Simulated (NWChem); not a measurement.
Isomers of C2H8OSi, each optimised at PBE0/def2-SVP with NWChem, gas phase unless a solvent is named. Flexible species stand in one conformer each, which need not be the lowest. Pople sets run with spherical d functions. Relative energies count from the lowest isomer at each level and are electronic, without zero-point energy, on those geometries. Shieldings are non-relativistic GIAO values without spin-orbit effects.

A: C[SiH2]CO
B: C[SiH](C)O
C: CO[SiH2]C
D: CC[SiH2]O

```tsv
quantity	A	B	C	D
relative energy, BLYP/def2-TZVP (kcal/mol)	48.0	0.0	20.5	13.7
relative energy, LDA (Slater exchange, VWN5)/def2-TZVP (kcal/mol)	47.3	0.0	22.7	13.7
relative energy, r2SCAN/def2-TZVP (kcal/mol)	50.2	0.0	23.3	14.8
SMD solvation free energy in toluene, PBE0/def2-SVP (kcal/mol)	-2.6	-2.9	-1.6	-3.3
29Si shift against tetramethylsilane, B3LYP/6-31G* (ppm)	-20.4	11.8	4.8	7.7
```
